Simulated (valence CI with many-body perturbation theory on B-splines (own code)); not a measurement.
# E1 line list for Mg⁷⁺

Method: relativistic CI+MBPT: three valence electrons over a frozen Dirac-Fock core [He], a basis of 11 s, 11 p, 9 d, 7 f, 5 g, 2 h, 1 i functions for each j, with the one-electron correlation potential Σ1, the two-electron term Σ2, the three-electron term Σ3, Breit, model QED; selected CI, second order for the rest, scaled by the run's own slope (own B-spline code, finite nucleus).

No measured spectrum was set against this ion. As an estimate, levels hold to about 100 cm⁻¹ or 0.05 % of their energy and the worst to 300 or 400 cm⁻¹, as in measured light ions of charge 2 to 7.

Lines 101 to 150 of 259 in falling wavelength, among levels below 1612500 cm⁻¹, chosen from the strongest by gf and those to the six lowest levels. Wavelengths and rates use the calculated energies, so an error of 200 cm⁻¹ moves a line at 35.38 nm by 0.071 % and its rate by three times that or more. Electric multipoles are in the length gauge, E1 and E2 with the static RPA response of the core. Weak lines are less certain than strong ones. Lines between different terms over intervals too small for the method are left out, as are lines whose strength nearly cancels. The highest levels of a list are the least certain.

Letters in brackets count levels of one name in rising energy.

```tsv
λ vac (nm)	Upper	Lower	A (s⁻¹)	S (a.u.) with core polarisation	S without
35.38	2p³ ⁴S°_3/2	2s2p² ⁴P_3/2	4.16e+09	3.64e-01	3.67e-01
35.24	2p³ ⁴S°_3/2	2s2p² ⁴P_1/2	2.11e+09	1.82e-01	1.83e-01
35.22	2s2p3p ²S_1/2 [b]	2s²3p ²P°_3/2	6.25e+09	2.70e-01	2.71e-01
35.12	2s2p3p ²S_1/2 [b]	2s²3p ²P°_1/2	2.69e+09	1.15e-01	1.15e-01
34.20	2p³ ²P°_1/2	2s2p² ²D_3/2	5.82e+09	2.30e-01	2.31e-01
34.17	2p³ ²P°_3/2	2s2p² ²D_5/2	4.97e+09	3.91e-01	3.94e-01
33.88	2s2p² ²S_1/2	2s²2p ²P°_3/2	3.92e+09	1.50e-01	1.51e-01
33.51	2s2p² ²S_1/2	2s²2p ²P°_1/2	3.19e+09	1.19e-01	1.19e-01
31.69	2s2p² ²P_1/2	2s²2p ²P°_3/2	5.35e+09	1.68e-01	1.69e-01
31.49	2s2p² ²P_3/2	2s²2p ²P°_3/2	1.15e+10	7.07e-01	7.12e-01
31.36	2s2p² ²P_1/2	2s²2p ²P°_1/2	8.26e+09	2.52e-01	2.53e-01
31.16	2s2p² ²P_3/2	2s²2p ²P°_1/2	2.26e+09	1.35e-01	1.36e-01
30.02	2p³ ²D°_5/2	2s2p² ⁴P_5/2	2.60e+06	2.09e-04	2.10e-04
30.01	2p³ ²D°_3/2	2s2p² ⁴P_5/2	1.27e+05	6.80e-06	6.84e-06
29.87	2p³ ²D°_5/2	2s2p² ⁴P_3/2	7.72e+04	6.10e-06	6.12e-06
29.86	2p³ ²D°_3/2	2s2p² ⁴P_3/2	8.98e+05	4.72e-05	4.75e-05
25.49	2p³ ²P°_3/2	2s2p² ⁴P_5/2	6.01e+05	1.96e-05	1.98e-05
25.38	2p³ ²P°_3/2	2s2p² ⁴P_3/2	1.51e+06	4.89e-05	4.92e-05
25.32	2p³ ²P°_1/2	2s2p² ⁴P_1/2	7.06e+05	1.13e-05	1.14e-05
9.581	2s²3p ²P°_3/2	2s2p² ²D_5/2	5.05e+09	8.76e-03	8.70e-03
9.215	2s2p3s ²P°_3/2 [a]	2s2p² ²S_1/2	1.52e+10	2.35e-02	2.34e-02
8.927	2s2p3s ⁴P°_3/2	2s2p² ²D_5/2	2.60e+07	3.66e-05	3.63e-05
8.911	2s2p3s ⁴P°_5/2	2s2p² ²D_5/2	1.54e+07	3.23e-05	3.22e-05
8.746	2s²3p ²P°_3/2	2s2p² ⁴P_5/2	3.00e+06	3.96e-06	3.93e-06
8.703	2s2p3s ²P°_1/2 [a]	2s2p² ²D_3/2	4.95e+10	3.22e-02	3.19e-02
8.686	2s2p3s ²P°_3/2 [a]	2s2p² ²D_5/2	4.58e+10	5.92e-02	5.87e-02
8.638	2s2p3d ²D°_5/2 [a]	2s2p² ²P_3/2	4.86e+10	9.27e-02	9.31e-02
8.626	2s2p3d ²D°_3/2 [a]	2s2p² ²P_1/2	4.62e+10	5.85e-02	5.87e-02
8.574	2s2p3s ²P°_3/2 [b]	2s2p² ²P_3/2	5.06e+10	6.30e-02	6.26e-02
8.560	2s2p3s ²P°_1/2 [b]	2s2p² ²P_1/2	4.47e+10	2.77e-02	2.76e-02
8.494	2p²3s ⁴P_1/2	2p³ ⁴S°_3/2	4.75e+10	2.87e-02	2.86e-02
8.485	2p²3s ⁴P_3/2	2p³ ⁴S°_3/2	4.78e+10	5.76e-02	5.73e-02
8.472	2p²3s ⁴P_5/2	2p³ ⁴S°_3/2	4.82e+10	8.69e-02	8.65e-02
8.413	2s2p3s ²P°_3/2 [b]	2s2p² ²S_1/2	3.49e+10	4.10e-02	4.09e-02
8.388	2s2p3d ²P°_3/2	2s2p² ²P_3/2	3.30e+10	3.84e-02	3.87e-02
8.366	2s2p3d ²P°_1/2	2s2p² ²P_1/2	4.22e+10	2.44e-02	2.45e-02
8.283	2s²3s ²S_1/2	2s²2p ²P°_3/2	5.14e+10	2.89e-02	2.86e-02
8.260	2s²3s ²S_1/2	2s²2p ²P°_1/2	2.55e+10	1.42e-02	1.41e-02
8.233	2s2p3d ²P°_3/2	2s2p² ²S_1/2	2.49e+11	2.74e-01	2.75e-01
8.225	2s2p3d ²P°_1/2	2s2p² ²S_1/2	2.33e+11	1.28e-01	1.28e-01
8.198	2s2p3s ⁴P°_3/2	2s2p² ⁴P_5/2	4.15e+10	4.52e-02	4.49e-02
8.194	2s2p3s ⁴P°_1/2	2s2p² ⁴P_3/2	7.66e+10	4.16e-02	4.13e-02
8.187	2s2p3s ⁴P°_3/2	2s2p² ⁴P_3/2	1.22e+10	1.32e-02	1.31e-02
8.186	2s2p3s ⁴P°_1/2	2s2p² ⁴P_1/2	1.54e+10	8.34e-03	8.28e-03
8.184	2s2p3s ⁴P°_5/2	2s2p² ⁴P_5/2	6.48e+10	1.05e-01	1.05e-01
8.179	2s2p3s ⁴P°_3/2	2s2p² ⁴P_1/2	3.85e+10	4.16e-02	4.13e-02
8.173	2s2p3s ⁴P°_5/2	2s2p² ⁴P_3/2	2.80e+10	4.52e-02	4.50e-02
8.132	2s2p3d ⁴F°_3/2	2s2p² ²D_5/2	4.61e+07	4.90e-05	4.91e-05
8.128	2s2p3d ⁴F°_5/2	2s2p² ²D_5/2	2.99e+08	4.75e-04	4.76e-04
8.121	2s2p3d ⁴F°_7/2	2s2p² ²D_5/2	1.43e+08	3.03e-04	3.03e-04
```
